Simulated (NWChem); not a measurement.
System: C$_{3}$H$_{5}$FO; SMILES CO/C=C/F

Here is an NWChem input.

```
start job
memory heap 200 mb stack 900 mb global 1100 mb
geometry units angstroms noautosym nocenter noautoz
  C     -0.291740     2.252788    -0.097422
  O      0.475986     1.122061     0.216677
  C     -0.194903    -0.048336     0.202701
  C      0.409480    -1.192774    -0.117398
  F     -0.239239    -2.355438    -0.042327
  H      0.347164     3.133491     0.048906
  H     -1.173487     2.341351     0.564524
  H     -0.640620     2.234498    -1.145654
  H     -1.250922    -0.040260     0.506295
  H      1.453197    -1.271168    -0.431414
end
basis spherical
  C library 6-31g*
  O library 6-31g*
  F library 6-31g*
  H library 6-31g*
end
dft
  xc hfexch
  iterations 150
end
property
  shielding
  efieldgrad
end
task dft property
```

Output (shortened):

```
             Northwest Computational Chemistry Package (NWChem) 7.3.0
             --------------------------------------------------------

                             Geometry "geometry" -> ""
                             -------------------------

 Output coordinates in angstroms (scale by  1.889725989 to convert to a.u.)

  No.       Tag          Charge          X              Y              Z
 ---- ---------------- ---------- -------------- -------------- --------------
    1 C                    6.0000    -0.29174000     2.25278800    -0.09742200
    2 O                    8.0000     0.47598600     1.12206100     0.21667700
    3 C                    6.0000    -0.19490300    -0.04833600     0.20270100
    4 C                    6.0000     0.40948000    -1.19277400    -0.11739800
    5 F                    9.0000    -0.23923900    -2.35543800    -0.04232700
    6 H                    1.0000     0.34716400     3.13349100     0.04890600
    7 H                    1.0000    -1.17348700     2.34135100     0.56452400
    8 H                    1.0000    -0.64062000     2.23449800    -1.14565400
    9 H                    1.0000    -1.25092200    -0.04026000     0.50629500
   10 H                    1.0000     1.45319700    -1.27116800    -0.43141400

 Effective nuclear repulsion energy (a.u.)     170.3356016280

  xc_inp: hfexch multiplicative factor not found.
                              NWChem Property Module
                              ----------------------

  itol2e modified to match energy
  convergence criterion.

                                 NWChem DFT Module
                                 -----------------

 Summary of "ao basis" -> "ao basis" (spherical)
 ------------------------------------------------------------------------------
       Tag                 Description            Shells   Functions and Types
 ---------------- ------------------------------  ------  ---------------------
 C                           6-31g*                  6       14   3s2p1d
 O                           6-31g*                  6       14   3s2p1d
 F                           6-31g*                  6       14   3s2p1d
 H                           6-31g*                  2        2   2s

  itol2e modified to match energy
  convergence criterion.

[...]

          -----------------------------------------
          Chemical Shielding Tensors (GIAO, in ppm)
          -----------------------------------------

                                NWChem CPHF Module
                                ------------------

  scftype          =     RHF
  nclosed          =       20
  nopen            =        0
  variables        =     1200
  # of vectors     =        3
  tolerance        = 0.10D-03
  level shift      = 0.00D+00
  max iterations   =       50
  max subspace     =       30

 SCF residual:    1.5929053606747299E-004

Iterative solution of linear equations
  No. of variables     1200
  No. of equations        3
  Maximum subspace       30
        Iterations       50
       Convergence  1.0D-04

   iter   nsub   residual    time
   ----  ------  --------  ---------
     1      3    1.07D+00      10.2
     2      6    1.77D-01      10.7
     3      9    2.88D-02      11.3
     4     12    5.82D-03      11.9
     5     15    9.19D-04      12.5
     6     18    1.30D-04      13.1
     7     21    2.40D-05      13.7

      Atom:    1  C
        Diamagnetic
    244.6329     -8.7445      2.0864
     -8.7445    253.5004     -3.6804
      2.0864     -3.6804    240.4878

        Paramagnetic
   -103.9738    -19.4047      3.0871
    -19.4047    -78.2698     -8.5067
      3.0871     -8.5067   -114.6379

        Total Shielding Tensor
    140.6591    -28.1492      5.1735
    -28.1492    175.2307    -12.1871
      5.1735    -12.1871    125.8498

           isotropic =     147.2465
          anisotropy =      69.4375

          Principal Components and Axis System
                 1           2           3
              193.5382    125.7256    122.4758

      1        -0.4757      0.8038      0.3572
      2         0.8586      0.3362      0.3870
      3        -0.1910     -0.4908      0.8501

      Atom:    2  O
        Diamagnetic
    390.0830      0.4690      3.9697
      0.4690    417.4653     -4.8929
      3.9697     -4.8929    378.2136

        Paramagnetic
    -51.7822     30.2340      7.3424
     30.2340   -114.8948     -6.2796
      7.3424     -6.2796    -24.9567

        Total Shielding Tensor
    338.3008     30.7030     11.3121
     30.7030    302.5705    -11.1724
     11.3121    -11.1724    353.2570

           isotropic =     331.3761
          anisotropy =      43.5421

          Principal Components and Axis System
                 1           2           3
              360.4041    352.1003    281.6238

      1         0.6641      0.5578     -0.4978
      2         0.2142      0.4959      0.8415
      3         0.7163     -0.6655      0.2099

      Atom:    3  C
        Diamagnetic
    251.9369      7.1363     -4.0422
      7.1363    271.4896      3.1807
     -4.0422      3.1807    235.7253

        Paramagnetic
   -240.8175    -61.1596     27.8365
    -61.1596   -202.2620      3.2701
     27.8365      3.2701   -118.9936

        Total Shielding Tensor
     11.1195    -54.0233     23.7943
    -54.0233     69.2276      6.4508
     23.7943      6.4508    116.7316

           isotropic =      65.6929
          anisotropy =      85.5727

          Principal Components and Axis System
                 1           2           3
              122.7414     99.4844    -25.1471

      1         0.2853     -0.4409      0.8510
      2        -0.1744      0.8492      0.4984
      3         0.9424      0.2907     -0.1654

      Atom:    4  C
        Diamagnetic
    249.5356      4.3096     -5.5412
      4.3096    268.1137      3.5116
     -5.5412      3.5116    233.3545

[...]
```

Level: Hartree-Fock/6-31G* (spherical d), GIAO. All runs use the structure optimised with PBE0/def2-SVP. NWChem prints the field gradient with the sign opposite to the second derivative of the potential. The printed shielding anisotropy is the first printed principal value minus the mean of the other two.
